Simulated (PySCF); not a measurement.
Input file for PySCF: D3(BJ) and D4 dispersion corrections on CH3O (SMILES [CH2]O).

```python
from pyscf import gto
from pyscf.dispersion import dftd3, dftd4

mol = gto.M(
    atom='''
    C    -0.44991812    0.01655443    0.07722917
    O     0.79319556   -0.54408465    0.03253522
    H    -1.24835304   -0.68262968   -0.11483797
    H    -0.55908484    1.07193083   -0.13620181
    H     1.46426044    0.13822908    0.14127539
    ''',
    basis='def2-svp',
    charge=0, spin=1, verbose=0, max_memory=1800)
d3, d4 = {}, {}
for xc in ['hf', 'pbe', 'blyp', 'revpbe', 'tpss', 'r2scan', 'b3lyp', 'pbe0', 'bhlyp', 'camb3lyp', 'b2plyp']:
    d3[xc] = float(dftd3.DFTD3Dispersion(mol, xc=xc, version='d3bj', atm=False).get_dispersion()['energy'])
    print(f'D3(BJ) {xc:10s} {d3[xc]:14.8f} Eh')
for xc in ['hf', 'pbe', 'blyp', 'revpbe', 'tpss', 'r2scan', 'b3lyp', 'pbe0', 'bhlyp', 'camb3lyp', 'b2plyp']:
    d4[xc] = float(dftd4.DFTD4Dispersion(mol, xc={'camb3lyp': 'cam-b3lyp'}.get(xc, xc), atm=True).get_dispersion()['energy'])
    print(f'D4     {xc:10s} {d4[xc]:14.8f} Eh')
```

It printed:

```
D3(BJ) hf            -0.01591135 Eh
D3(BJ) pbe           -0.00148644 Eh
D3(BJ) blyp          -0.00306519 Eh
D3(BJ) revpbe        -0.00419711 Eh
D3(BJ) tpss          -0.00178347 Eh
D3(BJ) r2scan        -0.00036202 Eh
D3(BJ) b3lyp         -0.00246194 Eh
D3(BJ) pbe0          -0.00118564 Eh
D3(BJ) bhlyp         -0.00181292 Eh
D3(BJ) camb3lyp      -0.00095492 Eh
D3(BJ) b2plyp        -0.00104577 Eh
D4     hf            -0.00551937 Eh
D4     pbe           -0.00119775 Eh
D4     blyp          -0.00284808 Eh
D4     revpbe        -0.00510470 Eh
D4     tpss          -0.00163331 Eh
D4     r2scan        -0.00028005 Eh
D4     b3lyp         -0.00192101 Eh
D4     pbe0          -0.00096872 Eh
D4     bhlyp         -0.00121376 Eh
D4     camb3lyp      -0.00094060 Eh
D4     b2plyp        -0.00082149 Eh
```

The run finished.

Cost: very roughly 0.06 core-seconds.
